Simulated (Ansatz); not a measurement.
A nudged elastic band was laid between two geometries of C2H7ClOSi (12 atoms, charge 0, multiplicity 1).

The calculation used RKS B3LYP-D4/def2-SVP (Ansatz 0.2.0).

```json
{
  "movable images": "7",
  "climbing image": "yes",
  "spring": "5.0 eV/Å²",
  "optimiser": "quadratic models (default)",
  "start path": "through a guess of the saddle point",
  "force threshold": "0.05 eV/Å",
  "iteration limit": "53",
  "end points": "relaxed"
}
```

Initial state:

```xyz
12
Properties=species:S:1:pos:R:3
C -1.968 -0.105 0.501
O -0.818 0.254 -0.245
C 0.380 -0.179 0.253
Si 1.769 0.209 -1.000
Cl 0.845 0.691 1.848
H -2.843 0.255 -0.056
H -2.037 -1.202 0.621
H -1.946 0.364 1.499
H 0.348 -1.240 0.565
H 1.820 1.678 -1.218
H 1.467 -0.491 -2.283
H 3.059 -0.290 -0.451
```

Final state:

```xyz
12
Properties=species:S:1:pos:R:3
C -1.917 -0.365 0.558
O -0.755 0.215 -0.090
C 0.608 -0.418 0.403
Si 1.854 0.000 -0.935
Cl 0.945 0.573 1.907
H -2.810 0.121 0.141
H -1.884 -1.432 0.319
H -1.835 -0.213 1.643
H -0.761 1.191 0.028
H 1.972 1.465 -1.283
H 1.474 -0.718 -2.189
H 3.186 -0.475 -0.467
```

(1) Which bonds break or form, and what moves?

(2) What energy profile does the band end with?

(3) What is the geometry of the highest image?

The band took 44 iterations and of the order of 25 core-minutes.

Results:

(1) Bonds broken: C3–H9. Bonds formed: O2–H9.

(2) The run converged. The highest image is number 6 of 0 to 8, 347.4 kJ/mol above the first end and 20.8 kJ/mol above the last; the last end lies 326.7 kJ/mol above the first. Neighbouring images differ by up to 2.8 eV, so the band resolves the path poorly. A vibrational analysis at the climbing image gives one clearly imaginary mode, 98i cm⁻¹: a first-order saddle point. The orbitals stay closed-shell, which can raise the energy where a bond breaks towards radicals; this wasn't checked here.

| image | path coordinate (Å) | energy (kJ/mol) | C3–H9 (Å) | O2–H9 (Å) |
| --- | --- | --- | --- | --- |
| 0 | 0.00 | 0.0 | 1.11 | 2.06 |
| 1 | 1.22 | 58.3 | 1.10 | 1.87 |
| 2 | 2.45 | 332.7 | 1.81 | 0.99 |
| 3 | 3.67 | 333.9 | 2.20 | 0.97 |
| 4 | 4.90 | 337.1 | 2.26 | 0.97 |
| 5 | 6.13 | 341.8 | 2.27 | 0.97 |
| 6 | 7.36 | 347.4 | 2.37 | 0.97 |
| 7 | 8.18 | 338.6 | 2.23 | 0.98 |
| 8 | 9.01 | 326.7 | 2.15 | 0.98 |

(3) 
```xyz
12
Properties=species:S:1:pos:R:3:forces:R:3
C -1.869 -0.429 0.525 0.00 0.00 0.00
O -0.844 0.513 0.172 0.00 0.00 0.00
C 0.748 -0.098 0.781 0.00 0.00 0.00
Si 1.803 0.027 -0.785 0.00 0.00 0.00
Cl 1.179 1.202 1.923 0.00 0.00 0.00
H -2.843 -0.028 0.204 0.00 0.00 0.00
H -1.673 -1.412 0.072 0.00 0.00 0.00
H -1.832 -0.522 1.616 0.00 0.00 0.00
H -0.857 0.680 -0.785 0.00 0.00 0.00
H 2.076 1.396 -1.347 0.00 0.00 0.00
H 1.086 -0.746 -1.854 0.00 0.00 0.00
H 3.103 -0.637 -0.488 0.00 0.00 0.00
```

Run time: 13 min on 2 threads of Intel(R) Xeon(R) Platinum 8488C (Sapphire Rapids) (shared host), peak memory 0.3 GiB.
